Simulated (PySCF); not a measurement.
Computed structure and properties of [Gd(CH3)2]+

System: [Gd(CH3)2]+ (singlet in the valence; each metal's 4f electrons, 7 of them, lie in its core potential, out of spins and levels); start: displaced along the imaginary mode (C1). Method: PySCF 2.14.0, RKS TPSS, Gd lcecp-1-SVP with ECP53, C def2-SVP, H def2-SVP; non-relativistic Hamiltonian with scalar-relativistic core potentials where named; density fitting; no spin-orbit coupling.

Input of the relaxation:

```python
mol = gto.M(atom='''
Gd     0.00980     0.00540    -0.00000
C     -0.07191    -0.03955     2.41426
H     -0.83800    -0.48430     3.12888
H      0.90719    -0.50226     2.75577
H      0.01905     1.03522     2.76445
C     -0.07191    -0.03961    -2.41426
H     -0.84788     0.51097    -3.01031
H      0.91708     0.52893    -2.63719
H      0.01905    -0.99143    -3.00159''',
    basis={'Gd': 'lcecp-1-SVP', 'C': 'def2-SVP', 'H': 'def2-SVP'},
    ecp={'Gd': 'lcecp-1-SVP'},
    charge=1, spin=0)
mf = dft.RKS(mol, xc='TPSS')
mf.grids.atom_grid = (50, 194)  # f atoms: unpruned, at least (60, 302)
mf = mf.density_fit()  # fitting sets: Gd AutoAux, C def2-universal-JKFIT, H def2-universal-JKFIT
mf.conv_tol = 1e-08; mf.max_cycle = 55
mf.kernel(dm0)  # dm0: converged density of the start geometry
# quasi-Newton relaxation in Cartesian coordinates to a largest gradient under 0.00045 Eh/bohr, steps kept in the point group
```

Run from Python with OMP_NUM_THREADS=2; the lines above give its settings. Where DIIS fails, smearing, a level shift and second-order steps follow.
It took 2.4 min on 2 threads of Arm Neoverse V1 (shared host), from the converged density of the start.

Course of the relaxation:

```
step  energy above end (eV)  largest force component within the symmetry (eV/Å)
   0                 1.5663                                               1.205
   1                 1.3658                                               1.273
   2                 1.0343                                               1.529
   3                 0.8397                                               1.472
   4                 0.6153                                               0.804
   5                 0.4563                                               0.580
   6                 0.3487                                               0.579
   7                 0.2672                                               0.433
  21                 0.0014                                               0.040
  22                 0.0007                                               0.030
  23                 0.0005                                               0.072
  24                 0.0002                                               0.048
  25                 0.0000                                               0.033
  26                 0.0000                                               0.014
```
(The steps between are left out.)

Relaxed geometry (C1, nearly Cs):

```xyz
9

Gd    1.3206    0.7016    0.0018
C     0.0123    0.0056    1.7661
H    -0.8957   -0.5264    1.4156
H     0.5662   -0.6850    2.4394
H    -0.3232    0.8619    2.3916
C     0.0232    0.0152   -1.7772
H    -0.9959    0.4530   -1.7119
H     0.4452    0.2859   -2.7678
H    -0.1103   -1.0883   -1.7577
```

```csv
contact,Å
Gd1–C2 (CH3),2.304
Gd1–C6 (CH3),2.306
```

On the finer grid (75, 302):

```yaml
HOMO: -10.48 eV
LUMO: -7.64 eV
Dipole_about_the_centre_of_mass: 3.46 D
Set_of_Mulliken_populations_of_Gd1_outside_the_core_potential: s 2.40, p 6.10, d 1.22, f 0.02
D3_BJ_dispersion_energy_not_in_the_energies: -0.198 eV
```

```
atom  Mulliken (e)  Löwdin (e)  spin (e)
 Gd1          1.25        1.14      0.00
  C2         -0.47       -0.30      0.00
  H3          0.13        0.08      0.00
  H4          0.11        0.07      0.00
  H5          0.11        0.08      0.00
  C6         -0.47       -0.30      0.00
  H7          0.12        0.08      0.00
  H8          0.11        0.07      0.00
  H9          0.12        0.08      0.00
```

The 4f levels lie in the core potential and are missing. Their spin isn't counted.

No frequency check is given here.

Taking off one CH3 (charge -1, singlet; the rest: singlet) in vacuum, both parts rigid, costs 15.51 eV; the small basis without counterpoise inflates it. Most of it is the attraction of opposite charges; other ways to part are cheaper, and one spin state was tried for the rest.

Rigid scan of CH3 along the line from its metal, all other atoms held (where the atom bridges, its other bond changes as well):

```csv
distance to C2 (Å),energy (eV)
2.00,0.717
2.10,0.279
2.20,0.061
2.30,0.000
2.40,0.047
2.50,0.168
2.70,0.537
3.00,1.202
3.40,2.041
3.90,2.861
```

One start shape was tried, so this needn't be the lowest isomer.

An lcecp potential fixes the number of 4f electrons, so in runs with it no electron can move into or out of that shell.
